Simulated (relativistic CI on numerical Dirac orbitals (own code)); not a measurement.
## Forbidden lines of W18+

Calculated at this level of theory: Dirac-Coulomb-Breit CI, separate exchange-only KLI orbitals for each configuration, QED by a radiative potential, unscaled Slater integrals (own radial code, finite nucleus).

Configuration list (outside the closed core [Ar] 3d10): 4s2 4p6 4d10 4f10, 4s2 4p6 4d10 4f9 5s, 4s2 4p6 4d10 4f8 5s2, 4s2 4p6 4d10 4f8 5s 5p, 4s2 4p6 4d10 4f9 5p, 4s2 4p6 4d9 4f11, 4s2 4p6 4d8 4f12, 4s2 4p6 4d10 4f9 6s, 4s2 4p6 4d10 4f9 5f, 4s2 4p5 4d10 4f11, 4s2 4p6 4d10 4f9 7s, 4s2 4p4 4d10 4f12, 4p6 4d10 4f12. Levels of other configurations are missing.

```csv
λ vac (Å),Lower,Upper,Type,A (s⁻¹),E lower (cm⁻¹),E upper (cm⁻¹)
1365.7,4s2 4p6 4d10 4f10 5I_8 [1],4s2 4p6 4d10 4f10 3L_8 [29],M1,1.62e+01,0.0,73225.0
1724.4,4s2 4p6 4d10 4f10 5I_8 [1],4s2 4p6 4d10 4f10 3L_9 [18],M1,1.51e+01,0.0,57992.0
1833.2,4s2 4p6 4d10 4f10 5I_8 [1],4s2 4p6 4d10 4f10 3K_7 [16],M1,2.85e+01,0.0,54549.9
2340.3,4s2 4p6 4d10 4f10 5I_7 [2],4s2 4p6 4d10 4f10 3H_6 [17],M1,3.05e+02,14916.1,57645.2
2376.2,4s2 4p6 4d10 4f10 5I_5 [5],4s2 4p6 4d10 4f10 1G_4 [32],M1,7.29e+01,33007.5,75090.8
2406.8,4s2 4p6 4d10 4f10 5I_8 [1],4s2 4p6 4d10 4f10 3K_8 [9],M1,2.74e+02,0.0,41549.7
2449.5,4s2 4p6 4d10 4f10 5I_6 [3],4s2 4p6 4d10 4f10 3K_6 [23],M1,2.82e+01,23420.7,64245.1
2523.1,4s2 4p6 4d10 4f10 5I_7 [2],4s2 4p6 4d10 4f10 3K_7 [16],M1,1.08e+02,14916.1,54549.9
2675.4,4s2 4p6 4d10 4f10 5I_6 [3],4s2 4p6 4d10 4f10 5G_5 [21],M1,8.25e+01,23420.7,60798.5
2992.6,4s2 4p6 4d10 4f10 3K_8 [9],4s2 4p6 4d10 4f10 1L_8 [31],M1,7.26e+01,41549.7,74965.6
3157.0,4s2 4p6 4d10 4f10 3K_8 [9],4s2 4p6 4d10 4f10 3L_8 [29],M1,1.90e+02,41549.7,73225.0
3212.4,4s2 4p6 4d10 4f10 5I_6 [3],4s2 4p6 4d10 4f10 3K_7 [16],M1,3.93e+01,23420.7,54549.9
3240.7,4s2 4p6 4d10 4f10 5S_2 [10],4s2 4p6 4d10 4f10 3F_2 [33],M1,1.20e+02,45170.1,76027.9
3243.6,4s2 4p6 4d10 4f10 5I_7 [2],4s2 4p6 4d10 4f10 5G_6 [11],M1,1.77e+02,14916.1,45745.9
3427.5,4s2 4p6 4d10 4f10 5F_4 [8],4s2 4p6 4d10 4f10 3D_3 [25],M1,1.33e+02,40252.8,69428.6
3598.3,4s2 4p6 4d10 4f10 5I_5 [5],4s2 4p6 4d10 4f10 5G_5 [21],M1,7.65e+01,33007.5,60798.5
3754.7,4s2 4p6 4d10 4f10 5I_7 [2],4s2 4p6 4d10 4f10 3K_8 [9],M1,2.50e+01,14916.1,41549.7
3756.7,4s2 4p6 4d10 4f10 5I_6 [3],4s2 4p6 4d10 4f10 5F_5 [14],M1,7.38e+01,23420.7,50040.0
3834.6,4s2 4p6 4d10 4f10 5I_5 [5],4s2 4p6 4d10 4f10 3F_4 [19],M1,1.09e+02,33007.5,59085.6
3989.8,4s2 4p6 4d10 4f10 5I_5 [4],4s2 4p6 4d10 4f10 3G_4 [15],M1,4.55e+01,27123.4,52187.3
4044.6,4s2 4p6 4d10 4f10 5I_4 [6],4s2 4p6 4d10 4f10 3F_4 [19],M1,1.06e+02,34361.1,59085.6
5109.9,4s2 4p6 4d10 4f10 5F_3 [12],4s2 4p6 4d10 4f10 3F_2 [24],M1,1.15e+02,45996.4,65566.2
5213.8,4s2 4p6 4d10 4f10 5I_5 [5],4s2 4p6 4d10 4f10 3G_4 [15],M1,4.73e+01,33007.5,52187.3
5871.1,4s2 4p6 4d10 4f10 5I_5 [5],4s2 4p6 4d10 4f10 5F_5 [14],M1,5.00e+01,33007.5,50040.0
6564.7,4s2 4p6 4d10 4f10 3L_9 [18],4s2 4p6 4d10 4f10 3L_8 [29],M1,7.15e+01,57992.0,73225.0
6643.4,4s2 4p6 4d10 4f10 5G_6 [11],4s2 4p6 4d10 4f10 5G_5 [21],M1,1.26e+02,45745.9,60798.5
6704.2,4s2 4p6 4d10 4f10 5I_8 [1],4s2 4p6 4d10 4f10 5I_7 [2],M1,1.43e+02,0.0,14916.1
7692.2,4s2 4p6 4d10 4f10 3K_8 [9],4s2 4p6 4d10 4f10 3K_7 [16],M1,4.68e+01,41549.7,54549.9
10431.1,4s2 4p6 4d10 4f10 5I_6 [3],4s2 4p6 4d10 4f10 5I_5 [5],M1,3.33e+01,23420.7,33007.5
11758.3,4s2 4p6 4d10 4f10 5I_7 [2],4s2 4p6 4d10 4f10 5I_6 [3],M1,4.02e+01,14916.1,23420.7
```

Terms are leading LS components. Brackets give the number of a level in order of energy, since labels repeat. The list gives strong lines, with weight on those to low levels, among the lowest 400 of 9907 levels, so that lines to higher ones, which can be the strongest, are missing. Levels whose partners in the same complex of configurations lie outside the list can be far off, and so can their lines. Rates are taken at the computed energies, electric ones in the length gauge.

At this charge transitions that keep the count of f electrons are usually good to a few per cent. Terms inside the open d or f shell come out 10 to 20 % too wide with unscaled integrals. Levels that differ in their count of f electrons can be misplaced by several ten thousand cm⁻¹, since the correlation energy of f electrons is missing or only estimated; rates across such gaps can be off by orders of magnitude.

LS names give the leading component of a level, which can be under half, so a name can repeat, a term be missing and a line seem to break the LS rules.
